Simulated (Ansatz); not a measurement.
Reaction (redistribution): `FC(F)(F)C1=CC(C(F)(F)F)=[O+][Zn-]([Cl])[O]1` + `CC(C)[O][Sn][Cl]` → `CC(C)[O][Zn][Cl]` + `FC(F)(F)C1=CC(C(F)(F)F)=[O+][Sn-]([Cl])[O]1`

Calculated with Ansatz (gas phase, PBE0-D4/def2-TZVP geometries, no zero-point term in ΔE). CCSD(T)/CBS is the MP2 limit (def2-TZVPP, def2-QZVPP) plus CCSD(T) − MP2 in def2-TZVPP, frozen cores. DFT in def2-TZVPP. B3LYP here is the variant with VWN-RPA as its local correlation; programs differ in this. Elements past krypton have def2 core potentials. For Sn, Zn outer-core shells are correlated without core-valence functions, which leaves a few kJ/mol of doubt a bond. Scalar relativity is left out up to krypton. Each species was taken in one conformer, which may not be the lowest.

(1) Is it downhill or uphill in electronic energy at CCSD(T)/CBS, and by how much? (Best estimate.)

(2) What do these levels give: PBE-D4, r2SCAN-D4, PBE0-D4, B3LYP-D4, ωB97X-V, ωB97M-V, B2PLYP, r2SCAN, SCS-MP2/def2-TZVPP, CCSD/def2-TZVPP, CCSD(T)/def2-TZVPP, MP2/def2-QZVPP? (Best estimate.)

Largest T1 diagnostic among the species: 0.016.

Answers

(1) Ansatz gave: Uphill: ΔE = +0.19 eV.

(2) Ansatz gave: PBE-D4 0.07, r2SCAN-D4 0.13, PBE0-D4 0.16, B3LYP-D4 0.14, ωB97X-V 0.16, ωB97M-V 0.15, B2PLYP 0.17, r2SCAN 0.13, SCS-MP2/def2-TZVPP 0.18, CCSD/def2-TZVPP 0.24, CCSD(T)/def2-TZVPP 0.21, MP2/def2-QZVPP 0.12 eV.

In def2-TZVPP, CCSD(T) changes the Hartree–Fock value by −0.19 eV (the triples alone add −0.02 eV) and MP2 by −0.26 eV. From PBE to PBE0 (25 % exact exchange), in def2-TZVPP and without D4, ΔE moves by +0.08 eV.
